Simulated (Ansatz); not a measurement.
`BB(O)Br` + H₂O → `OB(O)Br` + BH₃  (formal hydrolysis of a B–B bond)

Calculated with Ansatz (gas phase, PBE0-D4/def2-TZVP geometries, no zero-point term in ΔE). CCSD(T)/CBS is the MP2 limit (def2-TZVPP, def2-QZVPP) plus CCSD(T) − MP2 in def2-TZVPP, frozen cores. This one scheme is used for every species. Functionals use def2-TZVPP. For Br outer-core shells are correlated without core-valence functions, which leaves a few kJ/mol of doubt a bond. Scalar relativity is left out up to krypton. One conformer a species, not always the lowest.

(1) Is it downhill or uphill in electronic energy at CCSD(T)/CBS, and by how much? (Estimate.)

(2) What do these levels give: PBE-D4, revPBE-D4, B97M-V, BHLYP-D4, CAM-B3LYP-D4, B2PLYP, PBE-QIDH, BLYP, r2SCAN, BHLYP, CAM-B3LYP, SCS-MP2/def2-TZVPP? (Best estimate.)

Largest T1 diagnostic among the species: 0.011.

Results:

(1) Ansatz gave: Downhill: ΔE = -1.31 eV.

(2) Ansatz gave: PBE-D4 -1.17, revPBE-D4 -1.18, B97M-V -1.32, BHLYP-D4 -1.44, CAM-B3LYP-D4 -1.42, B2PLYP -1.39, PBE-QIDH -1.36, BLYP -1.29, r2SCAN -1.32, BHLYP -1.46, CAM-B3LYP -1.43, SCS-MP2/def2-TZVPP -1.44 eV.

In def2-TZVPP, CCSD(T) changes the Hartree–Fock value by +0.22 eV (the triples alone add +0.03 eV) and MP2 by +0.18 eV. From r2SCAN to r2SCAN0 (25 % exact exchange), in def2-TZVPP and without D4, ΔE moves by −0.05 eV. At CCSD(T), def2-SVP lies −0.29 eV from the extrapolated value and def2-TZVPP −0.06 eV.
